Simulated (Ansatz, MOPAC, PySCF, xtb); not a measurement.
Pair of molecules: H2O (SMILES O) (first 3 atoms) with HBr (SMILES Br); geometry from B3LYP-D3(BJ)/def2-TZVP, rigid monomers moved along the line of their centres of mass till O1···H5 is 1.68 Å.
(charge 0, multiplicity 1):
```xyz
5

O     -0.182     0.392     0.471
H      0.740     0.474     0.201
H     -0.502     1.292     0.602
Br    -0.434    -1.279     3.106
H     -0.348    -0.542     1.862
```

Counterpoise-corrected where a basis set is named; no monomer relaxation. Rows marked so take none.

Rows in 3-21G carry no dispersion term and start afresh at each structure; the Pople sets are all-electron and without relativity. The state that PM7 reach isn't checked; PM7 holds dispersion and hydrogen-bond terms.

Codes used: Ansatz (Gaussian orbitals); MOPAC for PM7 (differences of heats of formation); PySCF for 3-21G rows, the dispersion terms; xtb for the GFN methods. Values without a source in brackets are computed.

**Question.** One of these levels gives -38.9 kJ/mol for the interaction energy. Which?
A) PM7
B) PBE-D3(BJ)/def2-TZVPPD
C) HF/3-21G (no counterpoise)
D) GFN-FF

**Answer.** C, HF/3-21G (no counterpoise). The others give -0.8 (GFN-FF), -14.4 (PM7), -23.2 (PBE-D3(BJ)/def2-TZVPPD)

Ansatz is a quantum-chemistry and plane-wave program.
